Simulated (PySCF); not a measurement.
## XPS shifts beside NMR shieldings

Species: C₇H₁₂BN.
Geometry (PBE0-D3(BJ)/def2-SVP, Å), atoms numbered from 1 in this order:
```xyz
21
C7H12BN angstrom
B      1.8183    2.1782    0.6432
C      1.7299    0.8132    0.0087
C      2.7937    0.0449   -0.5013
C      2.2851   -1.1591   -0.9995
C      0.9081   -1.1166   -0.7907
N      0.5810    0.0479   -0.1953
C     -0.7768    0.4419    0.1683
C     -1.3672   -0.5146    1.1953
C     -1.6504    0.5933   -1.0696
H      0.8530    2.7785    1.0609
H      2.9082    2.6937    0.7386
H      3.8338    0.3666   -0.4920
H      2.8330   -1.9788   -1.4607
H      0.1499   -1.8587   -1.0376
H     -0.6650    1.4285    0.6376
H     -2.3514   -0.1543    1.5291
H     -0.7118   -0.5956    2.0746
H     -1.5053   -1.5234    0.7753
H     -1.1905    1.2872   -1.7880
H     -1.8039   -0.3730   -1.5751
H     -2.6396    0.9870   -0.7924
```

Binding energies: delta-SCF UKS SCAN, pcX-2 on the ionised atom, pcseg-1 elsewhere, spin-free X2C (PySCF). Shieldings: GIAO CAM-B3LYP/pcSseg-1, non-relativistic, same geometry.

```csv
atom,isotropic shielding (ppm)
C2,31.6
C3,37.0
C4,63.6
C5,45.7
C7,134.5
C8,156.7
```

Task: What are the C 1s binding energies of these atoms?

Result: 
```tsv
atom	environment	C 1s (eV)	isotropic shielding (ppm)
C3	aromatic CH carbon	289.78	37.0
C4	aromatic CH carbon	289.83	63.6
C2	substituted aromatic carbon	290.06	31.6
C5	aromatic CH next to a ring nitrogen	290.77	45.7
C8	methyl carbon	290.82	156.7
C7	sp3 carbon bound to nitrogen	291.85	134.5
```

Task: Among the listed atoms, is the one with the highest binding energy also the least shielded?

Result: No. The highest binding energy is at C7 (291.85 eV, shielding 134.5 ppm), the lowest shielding at C2 (31.6 ppm, 290.06 eV).

Over these 6 sites the two quantities correlate at r = 0.71. By binding energy: C3 < C4 < C2 < C5 < C8 < C7. By shielding: C2 < C3 < C5 < C4 < C7 < C8.

Of atoms equivalent by bonding only the ionised one is listed; its partners' own values can differ in this conformer. Isolated species at its PBE0-D3(BJ)/def2-SVP geometry (one conformer only).
